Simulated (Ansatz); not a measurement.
Species: CH6OSi, SMILES `OC[SiH3]` (H–O–C–Si torsion 61°) (charge 0, multiplicity 1).

Problem. Give a relaxed geometry from B3LYP-D3(BJ)/def2-TZVP in Ansatz (a program for electronic structure).

Solution. This is not unique; one that fits is the end point of this relaxation, one of several conformers (outside a Z-matrix the atoms follow the SMILES, hydrogens last).
Z-matrix (Å, degrees):
```
C
H 1 1.0917
H 1 1.0976 2 106.42
O 1 1.4352 2 105.88 3 -118.49
H 4 0.9632 1 108.70 2 179.61
Si 1 1.8961 2 109.83 3 120.17
H 6 1.4805 1 110.63 2 54.68
H 6 1.4844 7 109.62 1 122.21
H 6 1.4858 7 108.76 8 119.02
```
